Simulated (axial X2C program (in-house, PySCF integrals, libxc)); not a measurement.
# Spin–orbit effects down a group: homonuclear dimers (ions), CCSD(T)

Calculated with an in-house all-electron X2C program for linear molecules (integrals from PySCF), spin-free (one-electron X2C) or two-component (2c: spin–orbit coupling with atomic mean-field Coulomb and Gaunt terms, which also bring small scalar terms), in Dyall basis sets with cores contracted in-house; open shells are unrestricted.

Basis sets: Be dyall-cv3z, Ca dyall-cv3z, Mg dyall-cv3z, Sr dyall-cv3z. Frozen shells (counts by l): Be₂⁺ Be 1s, 3 electrons correlated; Mg₂⁺ Mg 2s1p, 3 electrons correlated; Ca₂⁺ Ca 3s2p, 3 electrons correlated; Sr₂⁺ Sr 4s3p1d, 3 electrons correlated. Coupled cluster in natural virtuals with an MP2 remainder. Where the outer core of a metal is frozen, bonds come out longer and ionisation energies lower.

```
molecule   spin-free state  Re (Å)  ωe (cm⁻¹)  De (eV)  2c state  Re 2c (Å)  ωe 2c (cm⁻¹)  De 2c (eV)
    Be₂⁺  M_S = 1/2, Λ = 0   2.233      524.0     1.97   Ω = 1/2      2.233         524.0        1.97
    Mg₂⁺  M_S = 1/2, Λ = 0   3.045      212.6     1.30   Ω = 1/2      3.045         212.6        1.30
    Ca₂⁺  M_S = 1/2, Λ = 0   3.931      127.1     1.10   Ω = 1/2      3.931         127.1        1.10
    Sr₂⁺  M_S = 1/2, Λ = 0   4.330       76.8     1.00   Ω = 1/2      4.330          76.8        1.00
```

Fragments in 2c: Be + Be+, Mg+ + Mg, Ca + Ca+, Sr + Sr+. Each entry is the lowest single determinant of a limited PBE0 search at one distance. De goes to single-determinant-based atoms at the same level (for ions the charge split of lowest energy) and is withheld (n/a) where an atom does not fit its ground term or J level. Main or longest-lived isotopes. One determinant is a doubtful description, or other states lie close, for Be₂⁺, Mg₂⁺, Ca₂⁺, Sr₂⁺; these need not be ground states, and all values refer to the states named.
